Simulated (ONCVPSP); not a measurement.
Pseudopotential generation for nitrogen: ONCV, PW91, scalar-relativistic.

ONCVPSP 4.0.1 was run on this input:

```
# ATOM AND REFERENCE CONFIGURATION
# atsym  z   nc   nv     iexc    psfile
  N 7.00    1    2  -109134      upf
#
#   n    l    f
    1    0    2.00
    2    0    2.00
    2    1    3.00
#
# PSEUDOPOTENTIAL AND OPTIMIZATION
# lmax
    2
#
#   l,   rc,      ep,       ncon, nbas, qcut
    0    0.80    0.00    4    8    8.70
    1    1.75    0.00    4    8    6.80
    2    1.60    0.30    4    9    6.50
#
# LOCAL POTENTIAL
# lloc, lpopt,  rc(5),   dvloc0
    4    5    0.65    0.00
#
# VANDERBILT-KLEINMAN-BYLANDER PROJECTORs
# l, nproj, debl
    0    2    3.80
    1    2    2.50
    2    1    0.50
#
# MODEL CORE CHARGE
# icmod, fcfact, rcfact
    3    4.00    1.25
#
# LOG DERIVATIVE ANALYSIS
# epsh1, epsh2, depsh
   -2.00    5.00    0.02
#
# OUTPUT GRID
# rlmax, drl
    6.00    0.01
#
# TEST CONFIGURATIONS
# ncnf
    4
# nvcnf
#   n    l    f
    2
    2    0    2.00
    2    1    2.00
#
    2
    2    0    2.00
    2    1    1.00
#
    2
    2    0    2.00
    2    1    0.00
#
    2
    2    0    2.00
    2    1    2.50
#
```

Command:

```bash
oncvpsp.x < N.dat > N.out
```

Resulting log (shortened: citation, most of the input echo, consistency checks and plot data are left out):

```
ONCVPSP  (Optimized Norm-Conservinng Vanderbilt PSeudopotential)
scalar-relativistic version 4.0.1

#   n    l    f        energy (Ha)
    1    0    2.00    -1.4151436E+01
    2    0    2.00    -6.8457419E-01
    2    1    3.00    -2.6308886E-01

Reference configufation results
  iterations    27
  all-electron total energy (Ha)   -5.44949695D+01

Begin loop to  construct optimized pseudo wave functions
and semi-local pseudopoentials for all angular momenta

   Wellstate for l =  0  n =  4
     eigenvalue =   3.1154
     asymptotic potential =   3.6154
     half-point radius =  2.6455

Calculating optimized projector #   1

 for l=   0

    Fraction of norm inside rc  0.179983
    Optimizing pswf for qcut=   8.70 a_B^-1,  ecut=  37.88 Ha
    Residual kinetic energy error=  1.13D-04 Ha

    Energy error per electron        Cutoff
         Ha          eV             Ha
         0.01000     0.27211       20.48
         0.00100     0.02721       29.93
         0.00010     0.00272       38.89
         0.00001     0.00027      143.28

Calculating optimized projector #   2

 for l=   0

    Fraction of norm inside rc  0.052932
    Optimizing pswf for qcut=   8.70 a_B^-1,  ecut=  37.88 Ha
    Residual kinetic energy error=  1.71D-03 Ha

    Energy error per electron        Cutoff
         Ha          eV             Ha
         0.01000     0.27211       19.50
         0.00100     0.02721       71.52
         0.00010     0.00272      335.72
         0.00001     0.00027      387.24

   Wellstate for l =  1  n =  4
     eigenvalue =   2.2369
     asymptotic potential =   2.7369
     half-point radius =  3.3337

Calculating optimized projector #   1

 for l=   1

    Fraction of norm inside rc  0.706652
    Optimizing pswf for qcut=   6.81 a_B^-1,  ecut=  23.17 Ha
    Residual kinetic energy error=  2.81D-05 Ha

    Energy error per electron        Cutoff
         Ha          eV             Ha
         0.01000     0.27211       13.99
         0.00100     0.02721       18.13
         0.00010     0.00272       21.38
         0.00001     0.00027       41.48

Calculating optimized projector #   2

 for l=   1

    Fraction of norm inside rc  0.176126
    Optimizing pswf for qcut=   6.81 a_B^-1,  ecut=  23.17 Ha
    Residual kinetic energy error=  4.05D-04 Ha

    Energy error per electron        Cutoff
         Ha          eV             Ha
         0.01000     0.27211       16.93
         0.00100     0.02721       21.52
         0.00010     0.00272       39.14
         0.00001     0.00027       84.36

   Wellstate for l =  2  n =  3
     eigenvalue =   0.3000
     asymptotic potential =   0.8000
     half-point radius =  6.8474

Calculating optimized projector #   1

 for l=   2

    Fraction of norm inside rc  0.011763
    Optimizing pswf for qcut=   6.51 a_B^-1,  ecut=  21.19 Ha
    Residual kinetic energy error=  5.59D-07 Ha

    Energy error per electron        Cutoff
         Ha          eV             Ha
         0.01000     0.27211        1.35
         0.00100     0.02721        4.63
         0.00010     0.00272       10.20
         0.00001     0.00027       15.47

Construct Vanderbilt / Kleinmman-Bylander projectors

B matrix Hermiticity error, ll=   0
   1   2   -1.6912E-04

  Orthonormal projector coefficients  2.7731E+01  6.3674E+00

B matrix Hermiticity error, ll=   1
   1   2   -7.2674E-05

  Orthonormal projector coefficients -2.6098E+00 -1.4130E+00

Model core correction analysis
  based on d2Exc/dn_idn_j

d2excae - all-electron derivatives

   -5.169633D-02   -4.403313D-02
   -4.403561D-02   -4.168389D-02

d2excps - pseudofunction derivatives with no core correction

   -5.072795D-02   -4.630758D-02
   -4.630901D-02   -4.330105D-02

rms 2nd derivative error    1.863762E-03

rmatch, rhocmatch    0.4691    4.9082

Teter function model core charge with specified parameters

d2excps - pseudofunction derivatives with core correction

   -5.060658D-02   -4.624690D-02
   -4.624821D-02   -4.332159D-02

rms 2nd derivative error    1.848379E-03

Pseudoatom total energy   -9.597429

Diagnostic tests using Vanderbilt-Kleinman-Bylander pseudopotentials
  1 or more projectors used as specified by nproj input data

   l    rcore       rmatch      e in        delta e   norm test  slope test

   0   0.8037126   0.8281151  -0.6845742  -0.0000044   1.0000397   1.0000204
   0   0.8037126   0.8281151   3.1154258   0.0000693   1.0002633   1.0002633

   1   1.7596904   1.8131184  -0.2630889  -0.0000016   1.0000212   1.0000279
   1   1.7596904   1.8131184   2.2369111   0.0000278   1.0000648   1.0000648

   2   1.6086685   1.6575111   0.3000000   0.0000078   1.0000010   1.0000010

 Testing for bound ghosts
   n   l    E NL Schr. Eq   E Basis Diag.   E Cutoff

   1   0       -0.684579       -0.541039    402.32

   2   1       -0.263091       -0.260471     97.58

 Testing for highly-localized positive-energy ghosts
       l    <radius>/rc     E Basis Diag.   E Cutoff

Test configuration 0

   n   l     f        eae           eps        diff
   1   0  2.0000  -14.15143588
   2   0  2.0000   -0.68457419   -0.68457861   -4.43D-06
   2   1  3.0000   -0.26308886   -0.26309051   -1.65D-06

    Total energies and differences
      AE_ref= -5.44949695D+01  AE_tst= -5.44949695D+01  dif=  0.00D+00
      PS_ref= -9.59742914D+00  PS_tst= -9.59742914D+00  dif=  1.78D-15
      PSP excitation error= -1.78D-15

Test configuration 1

   n   l     f        eae           eps        diff
   1   0  2.0000  -14.77599602
   2   0  2.0000   -1.19523176   -1.19421429    1.02D-03
   2   1  2.0000   -0.76364232   -0.75953139    4.11D-03

    Total energies and differences
      AE_ref= -5.44949695D+01  AE_tst= -5.39925321D+01  dif=  5.02D-01
      PS_ref= -9.59742914D+00  PS_tst= -9.09642543D+00  dif=  5.01D-01
      PSP excitation error=  1.43D-03

Test configuration 2

   n   l     f        eae           eps        diff
   1   0  2.0000  -15.59258183
   2   0  2.0000   -1.80939749   -1.80138857    8.01D-03
   2   1  1.0000   -1.38248317   -1.36311875    1.94D-02

    Total energies and differences
      AE_ref= -5.44949695D+01  AE_tst= -5.29284933D+01  dif=  1.57D+00
      PS_ref= -9.59742914D+00  PS_tst= -8.04281925D+00  dif=  1.55D+00
      PSP excitation error=  1.19D-02

Test configuration 3

   n   l     f        eae           eps        diff
   1   0  2.0000  -16.58451689
   2   0  2.0000   -2.50652202   -2.47895301    2.76D-02

    Total energies and differences
      AE_ref= -5.44949695D+01  AE_tst= -5.11943377D+01  dif=  3.30D+00
      PS_ref= -9.59742914D+00  PS_tst= -6.34370173D+00  dif=  3.25D+00
      PSP excitation error=  4.69D-02

Test configuration 4

   n   l     f        eae           eps        diff
   1   0  2.0000  -14.43817450
   2   0  2.0000   -0.92515867   -0.92508139    7.73D-05
   2   1  2.5000   -0.49702149   -0.49587079    1.15D-03

    Total energies and differences
      AE_ref= -5.44949695D+01  AE_tst= -5.43064087D+01  dif=  1.89D-01
      PS_ref= -9.59742914D+00  PS_tst= -9.40909074D+00  dif=  1.88D-01
      PSP excitation error=  2.22D-04
```

The run took about 2.9 s on one core of a shared server CPU.
